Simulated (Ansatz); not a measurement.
H9NSi4, SMILES [SiH2]1[SiH2][SiH2][SiH2]N1. Atoms are numbered in the order given.

```xyz
14

N      1.6583    -0.3844     0.0580
Si     1.3005     1.3302     0.1661
Si    -1.0558     1.4521     0.0552
Si    -1.5808    -0.8418    -0.1373
Si     0.5919    -1.7680    -0.1095
H      2.6517    -0.6149     0.0952
H      1.9468     2.0934    -0.9476
H      1.8257     1.9153     1.4397
H     -1.5117     2.2357    -1.1312
H     -1.6356     2.0619     1.2885
H     -2.2972    -1.1524    -1.4098
H     -2.4019    -1.3290     1.0106
H      0.8824    -2.5327    -1.3630
H      0.7697    -2.7300     1.0232
```
Charge 0, spin multiplicity 1.

The structure is a stationary point at B3LYP-D3(BJ)/def2-SVP. The structure was generated by enumeration, and PubChem lists no compound with its InChIKey, so it may never have been made.

Two levels are set side by side: PBE-D3(BJ)/def2-SVP (Ansatz, a first-principles code) and B3LYP-D3(BJ)/def2-SVP (Ansatz). Each level has its own optimised geometry; the coordinates shown are those of the second. Differences are taken from unrounded values.

| quantity | B3LYP-D3(BJ) | PBE-D3(BJ) | PBE-D3(BJ) minus B3LYP-D3(BJ) |
|---|---|---|---|
| mean bond length (Å) | 1.684 | 1.693 | 0.009 |
| bond N1–Si2 (Å) | 1.755 | 1.765 | 0.010 |
| bond N1–Si5 (Å) | 1.755 | 1.765 | 0.010 |
| bond Si2–Si3 (Å) | 2.362 | 2.360 | -0.002 |
| bond Si3–Si4 (Å) | 2.361 | 2.354 | -0.007 |
| bond Si4–Si5 (Å) | 2.362 | 2.360 | -0.002 |
| bond N1–H6 (Å) | 1.020 | 1.027 | 0.007 |
| bond Si2–H7 (Å) | 1.497 | 1.509 | 0.012 |
| bond Si2–H8 (Å) | 1.497 | 1.512 | 0.015 |
| bond Si3–H9 (Å) | 1.493 | 1.507 | 0.014 |
| bond Si3–H10 (Å) | 1.493 | 1.505 | 0.012 |
| bond Si4–H11 (Å) | 1.493 | 1.505 | 0.012 |
| bond Si4–H12 (Å) | 1.493 | 1.507 | 0.014 |
| bond Si5–H13 (Å) | 1.497 | 1.512 | 0.015 |
| bond Si5–H14 (Å) | 1.497 | 1.509 | 0.012 |

GGA bonds tend to be longer and softer than those of functionals with exact exchange. Differences between two approximate levels are no errors against the true value.
